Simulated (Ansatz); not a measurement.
Basis-set extrapolation for CH6BFSSi (PBE0-D4/def2-TZVP geometry, frozen core, Ansatz). Multiplicity 1, RHF reference.

```json
{"": "HF", "def2-TZVPP": "-852.085615", "def2-QZVPP": "-852.113764"}
{"": "MP2 correlation", "def2-TZVPP": "-0.844247", "def2-QZVPP": "-0.912005"}
{"": "CCSD(T) correlation", "def2-TZVPP": "-0.929021", "def2-QZVPP": "not run"}
```

Energies in hartree. Use E(X) = E(∞) + A·exp(−7.88·√X) for Hartree–Fock and E(X) = E(∞) + B·X^(−2.97) for correlation, with X = 3 and 4, and add CCSD(T) minus MP2 of the smaller set to the MP2 limit.

Question: What is the CCSD(T) energy at the basis-set limit?

Answer: HF limit: -852.113764 + (-0.028149) × 0.13774 = -852.11764. MP2 limit: -0.912005 + (-0.067758) × 0.74074 = -0.96220. Higher-order term: -0.929021 − (-0.844247) = -0.08477. Total: -853.16461 hartree, 94.1 kcal/mol below CCSD(T)/def2-TZVPP.
